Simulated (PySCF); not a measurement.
**Spin-rotation constants: SMILES C(OC)(=O)OC(Br)=C=O, C$_{4}$H$_{3}$BrO$_{4}$**

Molfile (atoms numbered from 1):
```
C4H3BrO4
     RDKit          3D

 12 11  0  0  0  0  0  0  0  0999 V2000
   -2.2538    0.5686    0.1007 C   0  0  0  0  0  0  0  0  0  0  0  0
   -1.3208   -0.0445   -0.7928 O   0  0  0  0  0  0  0  0  0  0  0  0
   -0.0943   -0.1400   -0.3631 C   0  0  0  0  0  0  0  0  0  0  0  0
    0.3147    0.2583    0.7504 O   0  0  0  0  0  0  0  0  0  0  0  0
    0.7648   -0.6934   -1.1611 O   0  0  0  0  0  0  0  0  0  0  0  0
    1.9998   -0.6880   -0.4996 C   0  0  0  0  0  0  0  0  0  0  0  0
    3.4398   -1.4200   -1.4247 Br  0  0  0  0  0  0  0  0  0  0  0  0
    2.0149   -0.1416    0.7323 C   0  0  0  0  0  0  0  0  0  0  0  0
    2.6112    0.1494    1.7015 O   0  0  0  0  0  0  0  0  0  0  0  0
   -2.3289   -0.0059    1.0250 H   0  0  0  0  0  0  0  0  0  0  0  0
   -3.2023    0.5680   -0.4294 H   0  0  0  0  0  0  0  0  0  0  0  0
   -1.9439    1.5883    0.3346 H   0  0  0  0  0  0  0  0  0  0  0  0
  1  2  1  0
  2  3  1  0
  3  4  2  0
  3  5  1  0
  5  6  1  0
  6  7  1  0
  6  8  2  0
  8  9  2  0
  1 10  1  0
  1 11  1  0
  1 12  1  0
M  END
```

Method used: GIAO B3LYP/pcSseg-1 magnetisability, rotational g tensor and spin-rotation constants, non-relativistic, gas phase (PySCF 2.14.0). Geometry: GFN2-xTB.

The calculation is non-relativistic, which matters for the atoms heavier than Zn.

Problem. Give the nuclear spin-rotation constants along the inertial axes (H = +C I·J) beside the isotropic shieldings.

Solution. Rotational constants 2.6155, 0.5987, 0.4887 GHz. A star marks the isotopologue with that one atom substituted, in its own axes.
| atom | isotope | Caa (kHz) | Cbb (kHz) | Ccc (kHz) | mean (kHz) | σ (ppm) |
| --- | --- | --- | --- | --- | --- | --- |
| Br7 | 79Br | 1.381 | 1.024 | 1.019 | 1.141 | 2179.5 |
| H10 | 1H | -0.255 | -0.037 | -0.001 | -0.098 | 27.6 |
| H11 | 1H | -0.089 | -0.013 | -0.053 | -0.051 | 27.6 |
| H12 | 1H | -0.255 | -0.035 | -0.003 | -0.098 | 27.6 |
| C1 | 13C* | 0.430 | 0.136 | 0.115 | 0.227 | 121.6 |
| O2 | 17O* | -0.574 | -0.117 | -0.046 | -0.246 | 187.5 |
| C3 | 13C* | 1.219 | 0.222 | 0.129 | 0.523 | 17.8 |
| O4 | 17O* | -1.013 | -0.291 | -0.087 | -0.464 | -31.1 |
| O5 | 17O* | -0.601 | -0.177 | -0.089 | -0.289 | 108.4 |
| C6 | 13C* | 0.817 | 0.159 | 0.117 | 0.365 | 81.9 |
| C8 | 13C* | 1.251 | 0.143 | 0.212 | 0.535 | 8.2 |
| O9 | 17O* | -0.626 | -0.231 | -0.139 | -0.332 | 25.1 |

For the geometry as given, no vibrational averaging.
